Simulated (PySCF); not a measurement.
**Spinor energies of Au⁺ (gold, charge +1)**

Start: [Xe] 4f14 5d10. Calculated with PySCF 2.14 in x2c-TZVPall-2c with one added diffuse shell each of s, p, d type (12s12p11d2f, 117 functions): generalised Hartree-Fock with the X2C-1e Hamiltonian and a Gaussian nucleus; one run each with spin-orbit coupling (SO) switched off, then screened by Boettger's factors.

```json
{"spinor shell": "1s1/2", "electrons": "2", "ε, spin-free (eV)": "-81185.1", "ε, screened SO (eV)": "-81154.0", "weight of nominal j (screened SO)": "1.000", "rms radius, screened SO (bohr)": "0.0190"}
{"spinor shell": "2s1/2", "electrons": "2", "ε, spin-free (eV)": "-14483.3", "ε, screened SO (eV)": "-14473.6", "weight of nominal j (screened SO)": "1.000", "rms radius, screened SO (bohr)": "0.0768"}
{"spinor shell": "2p1/2", "electrons": "2", "ε, spin-free (eV)": "-12534.2", "ε, screened SO (eV)": "-13856.1", "weight of nominal j (screened SO)": "1.000", "rms radius, screened SO (bohr)": "0.0651"}
{"spinor shell": "2p3/2", "electrons": "4", "ε, spin-free (eV)": "-12534.2", "ε, screened SO (eV)": "-12015.0", "weight of nominal j (screened SO)": "1.000", "rms radius, screened SO (bohr)": "0.0731"}
{"spinor shell": "3s1/2", "electrons": "2", "ε, spin-free (eV)": "-3493.3", "ε, screened SO (eV)": "-3490.1", "weight of nominal j (screened SO)": "1.000", "rms radius, screened SO (bohr)": "0.196"}
{"spinor shell": "3p1/2", "electrons": "2", "ε, spin-free (eV)": "-2919.0", "ε, screened SO (eV)": "-3213.4", "weight of nominal j (screened SO)": "1.000", "rms radius, screened SO (bohr)": "0.188"}
{"spinor shell": "3p3/2", "electrons": "4", "ε, spin-free (eV)": "-2919.0", "ε, screened SO (eV)": "-2801.1", "weight of nominal j (screened SO)": "1.000", "rms radius, screened SO (bohr)": "0.204"}
{"spinor shell": "3d3/2", "electrons": "4", "ε, spin-free (eV)": "-2295.6", "ε, screened SO (eV)": "-2347.0", "weight of nominal j (screened SO)": "1.000", "rms radius, screened SO (bohr)": "0.179"}
{"spinor shell": "3d5/2", "electrons": "6", "ε, spin-free (eV)": "-2295.6", "ε, screened SO (eV)": "-2258.8", "weight of nominal j (screened SO)": "1.000", "rms radius, screened SO (bohr)": "0.183"}
{"spinor shell": "4s1/2", "electrons": "2", "ε, spin-free (eV)": "-801.31", "ε, screened SO (eV)": "-800.37", "weight of nominal j (screened SO)": "1.000", "rms radius, screened SO (bohr)": "0.433"}
{"spinor shell": "4p1/2", "electrons": "2", "ε, spin-free (eV)": "-609.81", "ε, screened SO (eV)": "-681.26", "weight of nominal j (screened SO)": "1.000", "rms radius, screened SO (bohr)": "0.438"}
{"spinor shell": "4p3/2", "electrons": "4", "ε, spin-free (eV)": "-609.81", "ε, screened SO (eV)": "-581.05", "weight of nominal j (screened SO)": "1.000", "rms radius, screened SO (bohr)": "0.471"}
{"spinor shell": "4d3/2", "electrons": "4", "ε, spin-free (eV)": "-374.71", "ε, screened SO (eV)": "-385.87", "weight of nominal j (screened SO)": "1.000", "rms radius, screened SO (bohr)": "0.485"}
{"spinor shell": "5s1/2", "electrons": "2", "ε, spin-free (eV)": "-135.84", "ε, screened SO (eV)": "-135.75", "weight of nominal j (screened SO)": "1.000", "rms radius, screened SO (bohr)": "1.00"}
{"spinor shell": "4f5/2", "electrons": "6", "ε, spin-free (eV)": "-111.78", "ε, screened SO (eV)": "-113.57", "weight of nominal j (screened SO)": "1.000", "rms radius, screened SO (bohr)": "0.544"}
{"spinor shell": "4f7/2", "electrons": "8", "ε, spin-free (eV)": "-111.78", "ε, screened SO (eV)": "-109.79", "weight of nominal j (screened SO)": "1.000", "rms radius, screened SO (bohr)": "0.546"}
{"spinor shell": "5p1/2", "electrons": "2", "ε, spin-free (eV)": "-82.982", "ε, screened SO (eV)": "-95.299", "weight of nominal j (screened SO)": "1.000", "rms radius, screened SO (bohr)": "1.09"}
{"spinor shell": "5p3/2", "electrons": "4", "ε, spin-free (eV)": "-82.982", "ε, screened SO (eV)": "-78.147", "weight of nominal j (screened SO)": "1.000", "rms radius, screened SO (bohr)": "1.19"}
{"spinor shell": "5d3/2", "electrons": "4", "ε, spin-free (eV)": "-20.886", "ε, screened SO (eV)": "-22.029", "weight of nominal j (screened SO)": "1.000", "rms radius, screened SO (bohr)": "1.64"}
{"spinor shell": "5d5/2", "electrons": "6", "ε, spin-free (eV)": "-20.886", "ε, screened SO (eV)": "-20.173", "weight of nominal j (screened SO)": "1.000", "rms radius, screened SO (bohr)": "1.73"}
```

(1) Where does 4d5/2 lie, and what is the 4d spin-orbit splitting (screened SO)?

```csv
quantity,spin-free,screened SO
E (hartree),-18997.12283,-19026.55926
M_J,0,0
⟨J²⟩,0.000,0.000
⟨L²⟩,0.000,0.178
⟨S²⟩,0.000,0.178
```

Breit and QED terms are absent; they matter most for the inner s and p1/2 levels.

Densities and radii are taken from the X2C orbitals without a picture-change correction, which distorts them close to the nucleus.

Without spin-orbit coupling the j labels of p, d and f shells carry no meaning; the spin-free column gives the mean over the occupied spinors of each nl shell.

Answers

(1) At -366.64 eV, 19.232 eV above 4d3/2.
